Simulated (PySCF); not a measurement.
**Exercise with solution: oscillator strength and radiative lifetime**

Al(H)(F)(NH2) (AlFH₃N), SMILES [F][AlH][NH2].

The structure is a stationary point at r2SCAN-D4/def2-TZVP. The values are those of a single conformer.

TDDFT-PBE0/def2-SVPD run with PySCF 2.14.0 puts the first singlet state with f over 0.02 at 6.32 eV (vertical), with the transition dipole (0.000, 0.000, -0.710) in atomic units.

Problem. Find the oscillator strength, the wavelength and the radiative lifetime that this transition would have in vacuum if emission retraced absorption.

Solution. 
|μ|² = 0.5041 au, so |μ| = 1.80 D. ΔE = 6.32/27.211 = 0.2323 hartree. f = (2/3) ΔE |μ|² = 0.078 (the program prints 0.078).
λ = 1239.84/6.32 = 196 nm; ν = 50974 cm⁻¹.
Einstein's coefficient A = 0.6670 ν² f s⁻¹ (ν in cm⁻¹) = 1.4e8 s⁻¹, so τ = 1/A = 7.4 ns. This state is S1. The figure is the radiative limit of this one transition; relaxation, internal conversion, crossing to triplets and a medium change what is measured.
